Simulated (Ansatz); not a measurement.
F3OTa, charge +1, doublet, at a GFN2-xTB geometry (such geometries of metal compounds can be far from the true shape) (the multiplicity is a formal guess) (core potentials on Ta); BHLYP/def2-SVP (Ansatz, a first-principles code).

Input for Ansatz:
Ansatz 0.2 input:
```yaml
crystal:
  periodic: [false, false, false]
  atoms:
    - {symbol: Ta, position_ang: [0.01101650, 0.00590540, -0.01270851]}
    - {symbol: O, position_ang: [1.12139696, 0.60112519, -1.29363116]}
    - {symbol: F, position_ang: [0.94463964, -0.94155082, 1.20303971]}
    - {symbol: F, position_ang: [-1.25157655, -1.04748555, -0.74999780]}
    - {symbol: F, position_ang: [-0.77921640, 1.40680355, 0.79993258]}
basis:
  gaussian:
    orbitals: def2-SVP
hamiltonian:
  xc: {name: BHLYP}
total_charge: 1
magnetization: {spin_polarized: true, initial_magnetization: 1}
```

Question: Predict the main parts of the log of this Ansatz run.

Answer: 
```
Functional definition: BHLYP
821 factors; integrals over basis functions are off by at most 6.3e-4 eV
mean field evaluation 1: about -11715.7618 eV, gradient 6.3e1 eV
mean field evaluation 2: about -11681.4752 eV, gradient 1.2e2 eV
mean field evaluation 4: about -11728.9015 eV, gradient 3.1e0 eV
mean field evaluation 8: about -11729.0295 eV, gradient 1.1e-1 eV
mean field evaluation 16: about -11729.0296 eV, gradient 1.1e-4 eV
mean field evaluation 32: about -11729.0293 eV, gradient 2.4e-1 eV
mean field evaluation 64: about -11729.0199 eV, gradient 1.1e0 eV
mean field -11729.02956846 eV, -431.0338864193 hartree, gradient 3.4e-6 eV, S^2 0.754606; 6 other end points of the search recorded, 0 dependent functions left out
reference -11729.02975246 eV, -431.0338931809 hartree; 24, 23 occupied and 64, 65 virtual orbitals, 821 factors
Total energy: -11729.02975246 eV, -431.0338931809 hartree
```
